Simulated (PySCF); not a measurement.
GaH₄N, SMILES [GaH2][NH2].

Geometry optimised at B3LYP-D3(BJ)/def2-TZVP.

Computed with HF/def2-TZVPD run with PySCF.

Symmetry labels are those of the subgroup C2v that the program uses (full group C2v).

Computed valence orbital energies around the gap with their symmetry:
```tsv
orbital	symmetry	energy (eV)
HOMO−7	A2	-32.26
HOMO−6	B2	-32.14
HOMO−5	A1	-29.61
HOMO−4	B2	-17.35
HOMO−3	A1	-16.68
HOMO−2	A1	-13.02
HOMO−1	B2	-11.63
HOMO	B1	-10.66
LUMO	A1	1.60
LUMO+1	B1	1.80
LUMO+2	A1	2.31
LUMO+3	A1	3.00
```
